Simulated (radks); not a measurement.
Problem. Pd, configuration [Ar] 3d10 4s1.5 4p6 4d10 5d0.5 (fractional occupations, a model configuration). Method: Dirac Kohn-Sham, LDA (Slater exchange, Perdew-Wang correlation), spin-unpolarised, spherical densities, finite nucleus; open shells fill j = l - 1/2 first; Fermi nuclear charge, rms radius 4.5318 fm; computed with a radial shooting solver on a logarithmic mesh with Libxc functionals.

Spin-orbit splittings of the eigenvalues, e(l+1/2) - e(l-1/2), with zeta = 2 splitting/(2l+1) and mean radii in bohr:

shell  occ.  splitting (eV)  zeta (eV)  <r> j=l-1/2  <r> j=l+1/2
2p        6           159.2      106.1       0.1172       0.1222
3p        6               ?          ?       0.3716       0.3825
3d       10           5.540      2.216       0.3558       0.3593
4p        6           4.545      3.030        1.017        1.049
4d       10          0.4749     0.1900        1.483        1.509
5d      0.5       0.0004780  0.0001912        15.88        15.89

Estimate the 3p splitting.

Solution. 27.75 eV (zeta = 18.50 eV).
